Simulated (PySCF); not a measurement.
**Peak assignment**

Molfile (atoms numbered from 1):
```
C9H10O
     RDKit          3D

 20 20  0  0  0  0  0  0  0  0999 V2000
    3.2615    1.9327   -0.5226 C   0  0  0  0  0  0  0  0  0  0  0  0
    2.5236    0.8191   -0.6700 C   0  0  0  0  0  0  0  0  0  0  0  0
    1.1400    0.7159   -0.2662 C   0  0  0  0  0  0  0  0  0  0  0  0
    0.3353   -0.3723   -0.3798 C   0  0  0  0  0  0  0  0  0  0  0  0
    0.7567   -1.6891   -0.9605 C   0  0  0  0  0  0  0  0  0  0  0  0
   -1.0392   -0.3136    0.0784 C   0  0  0  0  0  0  0  0  0  0  0  0
   -2.0474   -1.2498    0.0844 C   0  0  0  0  0  0  0  0  0  0  0  0
   -3.1864   -0.6164    0.6629 C   0  0  0  0  0  0  0  0  0  0  0  0
   -2.7908    0.6531    0.9655 C   0  0  0  0  0  0  0  0  0  0  0  0
   -1.5041    0.8413    0.6173 O   0  0  0  0  0  0  0  0  0  0  0  0
    2.8374    2.8385   -0.0784 H   0  0  0  0  0  0  0  0  0  0  0  0
    4.3060    1.9726   -0.8397 H   0  0  0  0  0  0  0  0  0  0  0  0
    2.9951   -0.0606   -1.1199 H   0  0  0  0  0  0  0  0  0  0  0  0
    0.7017    1.6147    0.1785 H   0  0  0  0  0  0  0  0  0  0  0  0
    0.6406   -2.4974   -0.2206 H   0  0  0  0  0  0  0  0  0  0  0  0
    1.8011   -1.6849   -1.2921 H   0  0  0  0  0  0  0  0  0  0  0  0
    0.1282   -1.9529   -1.8264 H   0  0  0  0  0  0  0  0  0  0  0  0
   -1.9786   -2.2708   -0.2823 H   0  0  0  0  0  0  0  0  0  0  0  0
   -4.1707   -1.0469    0.8324 H   0  0  0  0  0  0  0  0  0  0  0  0
   -3.2958    1.5043    1.4146 H   0  0  0  0  0  0  0  0  0  0  0  0
  1  2  2  0
  2  3  1  0
  3  4  2  0
  4  5  1  0
  4  6  1  0
  6  7  2  0
  7  8  1  0
  8  9  2  0
  9 10  1  0
 10  6  1  0
  1 11  1  0
  1 12  1  0
  2 13  1  0
  3 14  1  0
  5 15  1  0
  5 16  1  0
  5 17  1  0
  7 18  1  0
  8 19  1  0
  9 20  1  0
M  END
```

PySCF calculation with NMR shieldings at PBE/pcSseg-1/GIAO and geometry: PBE0-D3(BJ)/def2-SVP; averaged over atoms made equivalent by symmetry, fast rotation or ring inversion, one computed conformer, no relativistic terms, gas phase.

Shifts are taken against calculated references (same method and geometry level): TMS for ¹³C (σ = 180.03 ppm), ¹H (σ = 31.20 ppm).

Q: Assign these signals to the numbered atoms. ¹³C{¹H} NMR (computed): δ 157.4 (C), 142.8 (CH), 138.1 (CH), 129.3 (C), 129.1 (CH), 122.5 (CH2), 115.4 (CH), 110.2 (CH), 14.2 (CH3).

A: 
| δ (ppm) | atoms | environment | reason |
| --- | --- | --- | --- |
| 157.4 | C6 | substituted aromatic carbon next to the ring oxygen | – |
| 142.8 | C9 | aromatic CH next to the ring oxygen | – |
| 138.1 | C2 | alkene CH | the olefinic region |
| 129.3 | C4 | fully substituted alkene carbon | an sp2 carbon of a C=C bond |
| 129.1 | C3 | alkene CH | an sp2 carbon of a C=C bond |
| 122.5 | C1 | terminal =CH2 carbon | as expected for a trigonal carbon in a double bond |
| 115.4 | C8 | aromatic CH | – |
| 110.2 | C7 | aromatic CH | – |
| 14.2 | C5 | allylic methyl carbon | saturated and bonded to C and H only |

C4 and C3 lie closer than the usual error of such a calculation, so a measured spectrum could show them in the other order.

Q: Assign these signals to the numbered atoms. ¹H NMR (600 MHz, computed): δ 7.24 (m, 1H), 6.86 (m, 1H), 6.86 (m, 1H), 6.41 (m, 1H), 6.30 (m, 1H), 5.51 (m, 1H), 5.38 (m, 1H), 2.03 (s, 3H).

A: 
7.24 → H20, hydrogen on an aromatic CH next to the ring oxygen: ring-current deshielding
6.86 → H13, hydrogen on an alkene CH: olefinic region
6.86 → H14, hydrogen on an alkene CH
6.41 → H19, hydrogen on an aromatic CH: it sits in the deshielding region of the aromatic ring current
6.30 → H18, hydrogen on an aromatic CH
5.51 → H11, hydrogen on a terminal =CH2 carbon: a vinylic proton, deshielded by the sp2 carbon and the C=C anisotropy
5.38 → H12, hydrogen on a terminal =CH2 carbon
2.03 → H15/H16/H17, hydrogen on an allylic methyl carbon: allylic position

H13 and H14; H19 and H18 lie closer than the usual error of such a calculation, so a measured spectrum could show them in the other order.

Shifts are as computed. Against solution values, carbons near 30 ppm lie about +2 ppm off and those near 130 ppm about +2 ppm. Of 1211 compounds with measured shifts, 218 miss one by over three times the rms of a fit or turn the order of signals round; such compounds aren't used in these exercises. Multiplicities follow the n + 1 count of equivalent neighbours, as no J values were calculated; m marks all less simple cases, F and P coupling included.
